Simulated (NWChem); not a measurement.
System: ZrO; SMILES [O]=[Zr]

NWChem input:

```
start job
memory heap 200 mb stack 900 mb global 1100 mb
geometry units angstroms noautosym nocenter noautoz
  Zr     0.000000     0.000000    -0.284623
  O      0.000000     0.000000     1.452434
end
basis spherical
  * library def2-tzvpd
end
ecp
  Zr library def2-ecp
end
dft
  xc xpbe96 cpbe96
  iterations 150
end
tddft
  cis
  nroots 6
  notriplet
end
task tddft energy
```

Excerpt of the output:

```
             Northwest Computational Chemistry Package (NWChem) 7.3.0
             --------------------------------------------------------

                             Geometry "geometry" -> ""
                             -------------------------

 Output coordinates in angstroms (scale by  1.889725989 to convert to a.u.)

  No.       Tag          Charge          X              Y              Z
 ---- ---------------- ---------- -------------- -------------- --------------
    1 Zr                  40.0000     0.00000000     0.00000000    -0.28462300
    2 O                    8.0000     0.00000000     0.00000000     1.45243400

 Effective nuclear repulsion energy (a.u.)      97.4848376765

 Summary of "ao basis" -> "ao basis" (spherical)
 ------------------------------------------------------------------------------
       Tag                 Description            Shells   Functions and Types
 ---------------- ------------------------------  ------  ---------------------
 Zr                        def2-tzvpd               14       40   6s4p3d1f
 O                         def2-tzvpd               14       40   6s4p3d1f

            General Information
            -------------------
          SCF calculation type: DFT
          Wavefunction type:  closed shell.
          No. of atoms     :     2
          No. of electrons :    20
           Alpha electrons :    10
            Beta electrons :    10
          Charge           :     0
          Spin multiplicity:     1
          Use of symmetry is: off; symmetry adaption is: off
          Maximum number of iterations: 150
          AO basis - number of functions:    80
                     number of shells:    28
          Convergence on energy requested:  1.00D-06
          Convergence on density requested:  1.00D-05
          Convergence on gradient requested:  5.00D-04

              XC Information
              --------------
          PerdewBurkeErnzerhof Exchange Functional  1.000
            Perdew 1991 LDA Correlation Functional  1.000 local
           PerdewBurkeErnz. Correlation Functional  1.000 non-local

             Grid Information
             ----------------
          Grid used for XC integration:  medium
          Radial quadrature: Mura-Knowles
          Angular quadrature: Lebedev.
          Tag              B.-S. Rad. Rad. Pts. Rad. Cut. Ang. Pts.
          ---              ---------- --------- --------- ---------
          Zr                  1.55      123          11.0       590
          O                   0.60       49          11.0       434
          Grid pruning is: on
          Number of quadrature shells:   172
          Spatial weights used:  Erf1

      Superposition of Atomic Density Guess
      -------------------------------------

 Sum of atomic energies:        -128.24783731

      Non-variational initial energy
      ------------------------------

 Total energy =    -120.934842
 1-e energy   =    -238.350809
 2-e energy   =      88.170516
 HOMO         =      -0.182968
 LUMO         =       0.014901

   convergence    iter        energy       DeltaE   RMS-Dens  Diis-err
 ---------------- ----- ----------------- --------- --------- ---------
 d= 0,ls=0.0,diis     1   -121.8022924524 -1.51D+02  4.93D-02  2.75D+00
 d= 0,ls=0.0,diis     2   -110.8289155155  1.10D+01  4.63D-02  6.03D+01
 d= 0,ls=0.5,diis     3   -121.2793475793 -1.05D+01  3.36D-03  9.56D+00
 d= 0,ls=0.5,diis     4   -121.6636624112 -3.84D-01  3.07D-03  5.62D+00
 d= 0,ls=0.5,diis     5   -121.9027303041 -2.39D-01  2.25D-03  3.18D+00
 d= 0,ls=0.5,diis     6   -122.0687457371 -1.66D-01  2.14D-03  1.45D+00
 d= 0,ls=0.5,diis     7   -122.1668024006 -9.81D-02  1.58D-03  4.62D-01
  Resetting Diis
 d= 0,ls=0.5,diis     8   -122.2044598922 -3.77D-02  9.72D-04  1.17D-01
 d= 0,ls=0.5,diis     9   -122.2154477394 -1.10D-02  1.73D-03  2.62D-02
 d= 0,ls=0.5,diis    10   -122.2134491671  2.00D-03  6.61D-04  7.07D-02
 d= 0,ls=0.5,diis    11   -122.2164599871 -3.01D-03  4.32D-04  2.80D-02
 d= 0,ls=0.5,diis    12   -122.2182797690 -1.82D-03  2.73D-04  9.28D-03
 d= 0,ls=0.5,diis    13   -122.2189296270 -6.50D-04  1.73D-04  3.16D-03
 d= 0,ls=0.5,diis    14   -122.2191504549 -2.21D-04  1.07D-04  1.22D-03
 d= 0,ls=0.5,diis    15   -122.2192360827 -8.56D-05  6.77D-05  4.82D-04
 d= 0,ls=0.5,diis    16   -122.2192699944 -3.39D-05  4.46D-05  1.97D-04
 d= 0,ls=0.5,diis    17   -122.2192838517 -1.39D-05  2.99D-05  8.27D-05
 d= 0,ls=0.5,diis    18   -122.2192896713 -5.82D-06  2.06D-05  3.54D-05
 d= 0,ls=0.5,diis    19   -122.2192921858 -2.51D-06  1.46D-05  1.53D-05
 d= 0,ls=0.5,diis    20   -122.2192932722 -1.09D-06  1.05D-05  6.76D-06
 d= 0,ls=0.5,diis    21   -122.2192937546 -4.82D-07  7.60D-06  3.05D-06

         Total DFT energy =     -122.219293975818
      One electron energy =     -239.813439176819
           Coulomb energy =      102.615123171108
    Exchange-Corr. energy =      -14.266429273069
 Nuclear repulsion energy =       29.245451302963

 Numeric. integr. density =       19.999999770592

                       DFT Final Molecular Orbital Analysis
                       ------------------------------------

 Vector    8  Occ=2.000000D+00  E=-3.149264D-01
              MO Center=  4.8D-08, -5.0D-08,  1.1D+00, r^2= 1.2D+00
   Bfn.  Coefficient  Atom+Function         Bfn.  Coefficient  Atom+Function
  ----- ------------  ---------------      ----- ------------  ---------------
    48     -0.305286  2 O  py                47      0.280652  2 O  px
    51     -0.255481  2 O  py                50      0.234866  2 O  px
    20     -0.190693  1 Zr d -1              22     -0.175306  1 Zr d  1
    54     -0.165038  2 O  py                53      0.151721  2 O  px
    25     -0.113080  1 Zr d -1              27     -0.103955  1 Zr d  1

 Vector    9  Occ=2.000000D+00  E=-3.114897D-01
              MO Center= -1.8D-08,  7.3D-08,  1.1D+00, r^2= 1.5D+00
   Bfn.  Coefficient  Atom+Function         Bfn.  Coefficient  Atom+Function
  ----- ------------  ---------------      ----- ------------  ---------------
    49      0.429027  2 O  pz                52      0.349016  2 O  pz
    21     -0.325765  1 Zr d  0              55      0.180456  2 O  pz
     3      0.169583  1 Zr s                 26     -0.165630  1 Zr d  0
     9      0.140364  1 Zr pz                45      0.134863  2 O  s
     5     -0.109228  1 Zr s                  2     -0.080728  1 Zr s

 Vector   10  Occ=2.000000D+00  E=-1.700618D-01
              MO Center= -2.6D-07,  2.7D-07, -5.9D-01, r^2= 4.0D+00
   Bfn.  Coefficient  Atom+Function         Bfn.  Coefficient  Atom+Function
  ----- ------------  ---------------      ----- ------------  ---------------
     5      0.777089  1 Zr s                  3     -0.462675  1 Zr s
     6      0.281944  1 Zr s                  4     -0.237571  1 Zr s
     2      0.226570  1 Zr s                 15     -0.179163  1 Zr pz
    21     -0.178625  1 Zr d  0              26     -0.154835  1 Zr d  0
    31     -0.081715  1 Zr d  0              55     -0.066019  2 O  pz

 Vector   11  Occ=0.000000D+00  E=-1.596630D-01
              MO Center= -2.4D-07,  2.8D-07, -2.9D-01, r^2= 1.7D+00
   Bfn.  Coefficient  Atom+Function         Bfn.  Coefficient  Atom+Function
  ----- ------------  ---------------      ----- ------------  ---------------
    23      0.619597  1 Zr d  2              28      0.401483  1 Zr d  2
    33      0.192113  1 Zr d  2

 Vector   12  Occ=0.000000D+00  E=-1.596628D-01
              MO Center= -2.4D-07,  2.7D-07, -2.9D-01, r^2= 1.7D+00
   Bfn.  Coefficient  Atom+Function         Bfn.  Coefficient  Atom+Function
  ----- ------------  ---------------      ----- ------------  ---------------
    19      0.619596  1 Zr d -2              24      0.401485  1 Zr d -2
    29      0.192113  1 Zr d -2

 Vector   13  Occ=0.000000D+00  E=-1.024089D-01
              MO Center=  2.5D-08,  1.0D-07, -5.6D-01, r^2= 3.4D+00
   Bfn.  Coefficient  Atom+Function         Bfn.  Coefficient  Atom+Function
  ----- ------------  ---------------      ----- ------------  ---------------
    22     -0.350308  1 Zr d  1              20      0.321642  1 Zr d -1
    27     -0.240673  1 Zr d  1              13     -0.230119  1 Zr px
    25      0.220978  1 Zr d -1              14     -0.211289  1 Zr py
    32     -0.186694  1 Zr d  1              30      0.171416  1 Zr d -1
     7      0.150301  1 Zr px                53     -0.138778  2 O  px

     Multipole analysis of the density
     ---------------------------------

     L   x y z        total         alpha         beta         nuclear
     -   - - -        -----         -----         ----         -------
     0   0 0 0     -0.000000    -10.000000    -10.000000     20.000000

[...]

                                NWChem TDDFT Module
                                -------------------

            General Information
            -------------------
           No. of orbitals :     160
            Alpha orbitals :      80
             Beta orbitals :      80
        Alpha frozen cores :       0
         Beta frozen cores :       0
     Alpha frozen virtuals :       0
      Beta frozen virtuals :       0
         Spin multiplicity :       1
    Number of AO functions :      80
        Use of symmetry is : off
      Symmetry adaption is : off
         Schwarz screening :  0.10D-07

              XC Information
              --------------
   PerdewBurkeErnzerhof Exchange Functional   1.00
     Perdew 1991 LDA Correlation Functional   1.00 local
    PerdewBurkeErnz. Correlation Functional   1.00 non-local

             TDDFT Information
             -----------------
          Calculation type : Tamm-Dancoff TDDFT
         Wavefunction type : Restricted singlets
          No. of electrons :      20
           Alpha electrons :      10
            Beta electrons :      10
              No. of roots :       6
          Max subspacesize :    5200
            Max iterations :     100
               Target root :       1
           Target symmetry : none
      Symmetry restriction : off
                 Algorithm : Optimal
        Davidson threshold :  0.10D-03

    6 smallest eigenvalue differences (eV)
--------------------------------------------------------
  No. Spin  Occ  Vir  Irrep   E(Occ)    E(Vir)   E(Diff)
--------------------------------------------------------
    1    1   10   11 a        -0.170    -0.160     0.283
    2    1   10   12 a        -0.170    -0.160     0.283
    3    1   10   13 a        -0.170    -0.102     1.841
    4    1   10   14 a        -0.170    -0.102     1.841
    5    1   10   15 a        -0.170    -0.066     2.826
    6    1   10   16 a        -0.170    -0.030     3.809
--------------------------------------------------------

  Entering Davidson iterations
  Restricted singlet excited states

  Iter   NTrls   NConv    DeltaV     DeltaE      Time
  ----  ------  ------  ---------  ---------  ---------
    1      6       0     0.11E+00   0.10+100        2.6
    2     12       0     0.67E-01   0.13E-01        2.6
    3     18       2     0.11E-01   0.35E-02        2.6
    4     22       3     0.15E-02   0.15E-03        2.3
    5     25       5     0.25E-03   0.15E-05        2.2
    6     26       6     0.10E-03   0.59E-07        1.8
  ----  ------  ------  ---------  ---------  ---------
  Convergence criterion met

  Ground state a        -122.219293975818 a.u.

  ----------------------------------------------------------------------------
  Root   1 singlet a              0.022818149 a.u.                0.6209 eV
  ----------------------------------------------------------------------------
     Transition Moments    X -0.00000   Y  0.00000   Z  0.00000
     Dipole Oscillator Strength                    0.0000000000
     Electric Quadrupole                           0.0000000006
     Magnetic Dipole                               0.0000000000
     Total Oscillator Strength                     0.0000000006

     Occ.   10  a   ---  Virt.   12  a        0.99853
  ----------------------------------------------------------------------------
  Root   2 singlet a              0.022818188 a.u.                0.6209 eV
  ----------------------------------------------------------------------------
     Transition Moments    X -0.00000   Y -0.00000   Z -0.00000
     Dipole Oscillator Strength                    0.0000000000
     Electric Quadrupole                           0.0000000006
     Magnetic Dipole                               0.0000000000
     Total Oscillator Strength                     0.0000000006

     Occ.   10  a   ---  Virt.   11  a       -0.99853
  ----------------------------------------------------------------------------
  Root   3 singlet a              0.082707194 a.u.                2.2506 eV
  ----------------------------------------------------------------------------
     Transition Moments    X  0.86075   Y  0.79086   Z -0.00000
     Dipole Oscillator Strength                    0.0753380750
     Electric Quadrupole                           0.0000000284
     Magnetic Dipole                               0.0000001283
     Total Oscillator Strength                     0.0753382317

     Occ.   10  a   ---  Virt.   13  a        0.96736
     Occ.   10  a   ---  Virt.   16  a        0.23882
     Occ.   10  a   ---  Virt.   20  a       -0.05592
  ----------------------------------------------------------------------------
  Root   4 singlet a              0.082707374 a.u.                2.2506 eV
  ----------------------------------------------------------------------------
     Transition Moments    X  0.79087   Y -0.86076   Z  0.00000
     Dipole Oscillator Strength                    0.0753399737
     Electric Quadrupole                           0.0000000284
     Magnetic Dipole                               0.0000001283
     Total Oscillator Strength                     0.0753401304

     Occ.   10  a   ---  Virt.   14  a       -0.96736
     Occ.   10  a   ---  Virt.   17  a        0.23883
     Occ.   10  a   ---  Virt.   21  a        0.05593
  ----------------------------------------------------------------------------
  Root   5 singlet a              0.124953519 a.u.                3.4002 eV
  ----------------------------------------------------------------------------
     Transition Moments    X  0.00000   Y -0.00000   Z -1.88016
     Dipole Oscillator Strength                    0.2944741098
     Electric Quadrupole                           0.0000002019
     Magnetic Dipole                               0.0000000000
     Total Oscillator Strength                     0.2944743117

     Occ.    9  a   ---  Virt.   15  a        0.08321
     Occ.   10  a   ---  Virt.   15  a        0.98942
     Occ.   10  a   ---  Virt.   18  a       -0.05184
     Occ.   10  a   ---  Virt.   24  a       -0.05248
  ----------------------------------------------------------------------------
  Root   6 singlet a              0.157916125 a.u.                4.2971 eV
  ----------------------------------------------------------------------------
     Transition Moments    X -1.76731   Y -1.61775   Z -0.00000
     Dipole Oscillator Strength                    0.6043467922
     Electric Quadrupole                           0.0000001859
     Magnetic Dipole                               0.0000008650
     Total Oscillator Strength                     0.6043478432

     Occ.    7  a   ---  Virt.   12  a       -0.20123
     Occ.    8  a   ---  Virt.   11  a       -0.20121
     Occ.   10  a   ---  Virt.   13  a       -0.21298
     Occ.   10  a   ---  Virt.   16  a        0.90972
     Occ.   10  a   ---  Virt.   20  a        0.16951
     Occ.   10  a   ---  Virt.   22  a       -0.08489

              Target root =      1
          Target symmetry = none
      Ground state energy =   -122.219293975818
        Excitation energy =      0.022818148636
     Excited state energy =   -122.196475827182

  stored tddft:energy   -122.19647582718164
```

Level: PBE/def2-TZVPD with def2 effective core potentials on Zr, TDA. Coordinates come from a PBE0/def2-SVP optimisation. def2 effective core potentials on Zr; no spin-orbit coupling.
